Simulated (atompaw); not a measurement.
## ytterbium: PAW (atompaw) pseudisation with PBE, scalar-relativistic reference atom.

atompaw 4.2.0.5 input, output lines left out:

```
Yb 70
GGA-PBE scalarrelativistic loggrid 2001 logderivrange -6 5 276
6 6 5 4 0 0
6 0 1.5
6 1 0
5 2 0
0 0 0
c
c
c
c
v
v
c
c
c
v
v
c
c
v
v
3
3.00 2.85 2.75 1.90
n
n
y
0.15
n
y
1.45
n
custom rrkj gramschmidtortho besselshape
bessel
1.35
3.00
1.55
2.55
3.00
3.00
0.75
0.75
```

Poles of the logarithmic derivatives, all-electron (AE) and pseudo (PS). s: poles at -4.2, 1.6 (AE) and -4.2, 1.4 (PS) Ry. p: poles at -2.2, 2.9 (AE) and -2.2, 3.0 (PS) Ry. d: poles at 0.4 (AE) and 0.4 (PS) Ry. f: poles at -0.5, 3.2 (AE) and -0.5, 3.2 (PS) Ry. Test radius 3.00 bohr.

- Cutoffs needed: over 300 Ry and over 300 Ry (the cutoffs (Ry, on a coarse ladder) from which the occupation-weighted sum of valence levels, in a spherical-Bessel basis at the reference potential, stays within 10 and 1 mRy of its value at 400 Ry)
- Ghost test: no extra level below or beside the all-electron valence levels (s, p, d, f tested) (spherical-Bessel basis up to 400 Ry, 20 bohr box)
- Lowest eigenvalue of the overlap operator: 0.02 (p channel)
- Overlap eigenvalues printed by atompaw (projector basis): 0.0362, 0.284, 0.3, 0.77, 5.78, 6.4, 8.52, 9.25
- Share of each valence orbital outside the PAW sphere: 5s 0 %, 6s 69 %, 5p 1 %, 6p 91 %, 5d 45 %, 4f 1 %
